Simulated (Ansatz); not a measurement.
Harmonic frequencies (cm⁻¹) at PBE0-D4/def2-TZVP from Ansatz: 88, 198, 269, 414, 443, 544, 590, 861, 864, 903, 1098, 1116, 1177, 1330, 1478, 1625, 1677, 2638, 3518, 3611, 3748.

Each molecule was computed in one conformer, which needn't be the lowest.

Which molecule is it?
A. `N=C(N)BF`
B. `O[SiH](F)CCl`
C. `N/C=N/BF`
D. `FB1NCN1`

A.
